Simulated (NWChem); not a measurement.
Se, triplet

All runs: NWChem. Spin-unrestricted. The open p shell is one determinant without spherical averaging. No stability test was run on the SCF state.

**Question.** Taking PBE/def2-QZVP as the yardstick, which of these has the fewest basis functions while keeping “highest occupied level (eV)” within 0.1 eV of it: PBE/def2-TZVPP; PBE/aug-pcseg-1; PBE/pcseg-2; PBE/3-21G; PBE/pcseg-1?

**Answer.** PBE/aug-pcseg-1.
```csv
level,basis functions,highest occupied level (eV)
PBE/3-21G,22,-5.09
PBE/pcseg-1,27,-5.54
PBE/aug-pcseg-1,36,-5.75
PBE/pcseg-2,43,-5.72
PBE/def2-TZVPP,48,-5.69
PBE/def2-QZVP,75,-5.73
```

The yardstick is one finite set, not the basis-set limit.
